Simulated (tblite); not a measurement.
C5H13AsSi.
Numbering: `[CH3:1]/[CH:2]=[CH:3]/[CH2:4][As:5]([CH3:6])[SiH3:7]` (hydrogens: H8, H9, H10 on C1; H11 on C2; H12 on C3; H13, H14 on C4; H15, H16, H17 on C6; H18, H19, H20 on Si7)

Computed with GFN2-xTB (tblite), gas phase: L-BFGS steps from a force-field or distance-geometry start until the largest atomic force falls under 0.01 eV/Å.

Step 122: E = -582.2820 eV
```
atom  x, y, z in Å  |  force x, y, z in eV/Å
C1      3.3404   -0.5671    0.0203   -0.005   0.005   0.002
C2      2.0337    0.1504    0.0943   -0.014   0.018   0.006
C3      1.1571    0.2305   -0.8953    0.002  -0.017   0.001
C4     -0.1555    0.9191   -0.8089   -0.010  -0.010   0.005
As5    -1.6656   -0.3966   -0.9178   -0.004   0.020  -0.011
C6     -3.0817    0.8998   -0.4350    0.003   0.000   0.009
Si7    -1.3639   -1.3109    1.2013   -0.017  -0.016   0.011
H8      4.1659    0.1359    0.1358    0.005   0.004   0.004
H9      3.4500   -1.0799   -0.9321    0.002  -0.006   0.000
H10     3.4154   -1.2961    0.8270    0.000  -0.013  -0.013
H11     1.8247    0.6380    1.0395   -0.005  -0.004  -0.008
H12     1.3690   -0.2571   -1.8424    0.004   0.017   0.004
H13    -0.2773    1.6175   -1.6454    0.020  -0.025  -0.002
H14    -0.2348    1.4855    0.1228   -0.003   0.017  -0.001
H15    -4.0155    0.3804   -0.2215    0.004  -0.005  -0.017
H16    -3.2569    1.5816   -1.2694   -0.016  -0.010   0.017
H17    -2.8083    1.4903    0.4392    0.015  -0.001   0.003
H18    -1.1347   -0.3047    2.2517   -0.004   0.002  -0.008
H19    -0.2184   -2.2260    1.2203    0.002   0.003   0.005
H20    -2.5487   -2.0797    1.6123    0.020   0.019  -0.007
```

Step 123: E = -582.2822 eV
```
atom  x, y, z in Å  |  force x, y, z in eV/Å
C1      3.3374   -0.5702    0.0222   -0.005   0.004   0.002
C2      2.0314    0.1486    0.0934   -0.013   0.013   0.006
C3      1.1575    0.2331   -0.8981   -0.003  -0.020   0.004
C4     -0.1547    0.9226   -0.8116   -0.006  -0.007   0.002
As5    -1.6633   -0.3950   -0.9191   -0.002   0.022  -0.005
C6     -3.0818    0.8972   -0.4332    0.002   0.001   0.007
Si7    -1.3598   -1.3076    1.2006   -0.025  -0.022   0.025
H8      4.1623    0.1322    0.1434    0.013   0.006   0.001
H9      3.4506   -1.0809   -0.9309    0.001  -0.003  -0.004
H10     3.4089   -1.3014    0.8270   -0.003  -0.014  -0.010
H11     1.8202    0.6340    1.0390   -0.005   0.001  -0.001
H12     1.3694   -0.2522   -1.8463    0.010   0.015   0.002
H13    -0.2753    1.6202   -1.6487    0.013  -0.024  -0.005
H14    -0.2334    1.4905    0.1193   -0.005   0.013   0.002
H15    -4.0134    0.3735   -0.2202    0.002   0.000  -0.013
H16    -3.2602    1.5796   -1.2664   -0.016  -0.008   0.016
H17    -2.8096    1.4872    0.4416    0.013  -0.004   0.000
H18    -1.1321   -0.3007    2.2520   -0.004  -0.007  -0.021
H19    -0.2141   -2.2229    1.2196   -0.002   0.007   0.006
H20    -2.5452   -2.0771    1.6131    0.034   0.028  -0.014
```

Step 124: E = -582.2825 eV
```
atom  x, y, z in Å  |  force x, y, z in eV/Å
C1      3.3326   -0.5742    0.0247   -0.001   0.002   0.002
C2      2.0280    0.1470    0.0929   -0.005   0.003   0.008
C3      1.1577    0.2367   -0.9011   -0.012  -0.018   0.007
C4     -0.1539    0.9272   -0.8148    0.002  -0.003  -0.003
As5    -1.6599   -0.3928   -0.9217   -0.001   0.015   0.008
C6     -3.0815    0.8934   -0.4310    0.001   0.003   0.004
Si7    -1.3544   -1.3042    1.1993   -0.023  -0.019   0.030
H8      4.1576    0.1266    0.1535    0.019   0.004  -0.002
H9      3.4495   -1.0815   -0.9297    0.003   0.001  -0.007
H10     3.3995   -1.3092    0.8265   -0.006  -0.012  -0.007
H11     1.8145    0.6293    1.0392   -0.009   0.005   0.006
H12     1.3701   -0.2452   -1.8508    0.016   0.012   0.003
H13    -0.2723    1.6232   -1.6533    0.002  -0.018  -0.009
H14    -0.2324    1.4975    0.1148   -0.006   0.005   0.001
H15    -4.0105    0.3648   -0.2185    0.000   0.003  -0.008
H16    -3.2644    1.5767   -1.2622   -0.015  -0.004   0.012
H17    -2.8099    1.4825    0.4448    0.009  -0.005  -0.001
H18    -1.1282   -0.2946    2.2495   -0.004  -0.017  -0.031
H19    -0.2078   -2.2191    1.2196   -0.008   0.012   0.007
H20    -2.5394   -2.0733    1.6151    0.040   0.030  -0.019
```

Task: Estimate the geometry and energy of step 125. (The exact step hangs on the optimiser's Hessian estimate; all steps are aligned on step 124, rigid shifts and turns removed.)

Result: E = -582.2828 eV, largest force 0.042 eV/Å
```
atom  x, y, z in Å  |  force x, y, z in eV/Å
C1      3.3274   -0.5780    0.0272    0.004  -0.001   0.001
C2      2.0241    0.1457    0.0936    0.003  -0.006   0.004
C3      1.1574    0.2401   -0.9029   -0.013  -0.014   0.015
C4     -0.1537    0.9317   -0.8175    0.009   0.001  -0.008
As5    -1.6566   -0.3908   -0.9247   -0.003   0.002   0.022
C6     -3.0809    0.8896   -0.4291   -0.001   0.003   0.001
Si7    -1.3488   -1.3018    1.1977   -0.008  -0.004   0.019
H8      4.1533    0.1205    0.1630    0.019   0.000  -0.006
H9      3.4466   -1.0814   -0.9290    0.006   0.006  -0.008
H10     3.3899   -1.3176    0.8252   -0.009  -0.008  -0.004
H11     1.8090    0.6250    1.0409   -0.013   0.008   0.009
H12     1.3711   -0.2378   -1.8543    0.021   0.008   0.008
H13    -0.2696    1.6254   -1.6582   -0.009  -0.010  -0.010
H14    -0.2327    1.5046    0.1107   -0.007  -0.004  -0.005
H15    -4.0077    0.3573   -0.2166   -0.003   0.003  -0.001
H16    -3.2681    1.5737   -1.2583   -0.014   0.003   0.006
H17    -2.8087    1.4774    0.4472    0.004  -0.004   0.000
H18    -1.1239   -0.2876    2.2443   -0.002  -0.022  -0.033
H19    -0.2011   -2.2156    1.2200   -0.012   0.015   0.007
H20    -2.5322   -2.0695    1.6178    0.029   0.023  -0.019
```

The energy changes by -0.0003 eV. The first-order estimate −F·Δx gives -0.0004 eV and the mean of the old and new forces, exact on a quadratic surface, -0.0003 eV. The step makes an angle of 83° with the force vector and moves no atom by more than 0.013 Å.

What follows is the cost of the whole relaxation. Time: 1.1 s of wall time. Hardware: AMD EPYC 9R45, one thread, shared host.
